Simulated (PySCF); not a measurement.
## Orbital levels and atomic charges: C6H22B3LiO6

System: C6H22B3LiO6 (salt solvate), SMILES COB(OC)OC.COB(OC)OC.[BH4-].[Li+].

Cartesian coordinates (Å):
```
  1 C    -0.3058    1.4568    1.2659
  2 O    -1.1515    0.4055    0.8368
  3 B    -1.5518   -0.5422    1.7518
  4 O    -0.9909   -0.5241    2.9933
  5 C    -1.3687   -1.4429    3.9971
  6 O    -2.4856   -1.4744    1.4551
  7 C    -3.2057   -1.5259    0.2392
  8 C     1.0917   -1.5656   -0.0711
  9 O     1.0721   -0.3984   -0.8725
 10 B     2.1588    0.4480   -0.8158
 11 O     3.0900    0.2269    0.1576
 12 C     4.2509    1.0228    0.2585
 13 O     2.3376    1.4756   -1.6696
 14 C     1.5317    1.7788   -2.7924
 15 B    -1.9840    0.2674   -2.9143
 16 Li   -0.7978    0.1260   -1.0897
 17 H     0.7048    1.0937    1.4579
 18 H    -0.6895    1.9059    2.1831
 19 H    -0.2752    2.2031    0.4760
 20 H    -2.4198   -1.7165    3.8999
 21 H    -0.7603   -2.3471    3.9199
 22 H    -1.1905   -0.9649    4.9606
 23 H    -4.1002   -2.1194    0.4259
 24 H    -2.6092   -2.0020   -0.5425
 25 H    -3.4839   -0.5286   -0.1070
 26 H     1.0823   -1.3135    0.9906
 27 H     1.9896   -2.1512   -0.2772
 28 H     0.2090   -2.1532   -0.3090
 29 H     4.7576    1.0890   -0.7055
 30 H     3.9943    2.0326    0.5864
 31 H     4.9005    0.5467    0.9926
 32 H     0.9177    0.9302   -3.0961
 33 H     2.2037    2.0670   -3.6024
 34 H     0.8749    2.6179   -2.5532
 35 H    -1.4450   -0.7971   -2.4658
 36 H    -3.1597    0.1387   -2.9462
 37 H    -1.6793    1.1889   -2.0532
 38 H    -1.5129    0.5458   -3.9647
```

Method: PBE0/def2-SVP, gas phase, PySCF, fitting set def2-universal-JFIT up to Ne and JKFIT beyond, grid level 1.

Tight-binding distances from s-block cations to their ligands are unreliable.

(1) Give the orbital energies near the gap.

(2) Give the partial charges of the non-hydrogen atoms.

Answers

(1) 
```json
{"orbital": "HOMO-4", "eV": "-8.57"}
{"orbital": "HOMO-3", "eV": "-8.56"}
{"orbital": "HOMO-2", "eV": "-7.43"}
{"orbital": "HOMO-1", "eV": "-7.29"}
{"orbital": "HOMO", "eV": "-7.03"}
{"orbital": "LUMO", "eV": "0.24"}
{"orbital": "LUMO+1", "eV": "1.10"}
{"orbital": "LUMO+2", "eV": "1.53"}
{"orbital": "LUMO+3", "eV": "1.61"}
```

(2) 
```csv
atom,Mulliken,IAO,Hirshfeld
C1,0.13,-0.19,-0.02
O2,-0.40,-0.45,-0.15
B3,0.19,0.58,0.28
O4,-0.31,-0.42,-0.17
C5,0.14,-0.19,-0.03
O6,-0.30,-0.41,-0.17
C7,0.11,-0.19,-0.01
C8,0.14,-0.19,-0.01
O9,-0.40,-0.45,-0.15
B10,0.19,0.58,0.28
O11,-0.32,-0.42,-0.17
C12,0.15,-0.19,-0.03
O13,-0.29,-0.40,-0.17
C14,0.11,-0.19,-0.01
B15,-0.36,-0.65,-0.19
Li16,0.35,0.81,0.24
```
